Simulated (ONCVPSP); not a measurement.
**Reading a pseudo-wave (arsenic (As))**

Columns: radius, all-electron u(r) and pseudo u(r) of the 3p shell (level -143.45 eV) of arsenic in the configuration [Ne] 3s2 3p6 3d10 4s2 4p2; PBE, scalar-relativistic, ONCV scheme, ONCVPSP 4.0.1.

```tsv
r (bohr)	all-electron	pseudo
0.060	-0.5394	0.0512
0.120	-0.7186	0.1957
0.180	-0.3729	0.4083
0.240	0.1611	0.6546
0.300	0.6576	0.8971
0.360	1.0269	1.1037
0.420	1.2545	1.2525
0.480	1.3599	1.3338
0.540	1.3745	1.3502
0.600	1.3275	1.3126
0.660	1.2418	1.2352
0.720	1.1356	1.1336
0.780	1.0209	1.0207
0.840	0.9059	0.9060
0.900	0.7957	0.7956
0.960	0.6932	0.6930
1.020	0.5999	0.5997
1.080	0.5164	0.5162
1.140	0.4424	0.4423
1.200	0.3777	0.3776
1.260	0.3214	0.3213
1.320	0.2728	0.2727
1.380	0.2309	0.2309
1.440	0.1952	0.1951
1.500	0.1646	0.1646
1.560	0.1387	0.1387
```

Task: How many radial nodes do the two functions have?

Result: The all-electron 3p function has n − l − 1 = 1; the pseudo-wave has 0, since the states of the same l below it are removed with the core.

Task: At about which radius was the pseudo-wave matched?

Result: 1.00 bohr. The columns agree to 0.0005 from 0.78 bohr on; several derivatives are matched, so the curves merge somewhat inside the radius.

Task: Is the pseudo-wave norm-conserving?

Result: Yes: the ONCV scheme keeps the norm inside the radius equal to the all-electron one, which fixes the energy derivative of the logarithmic derivative at the level.
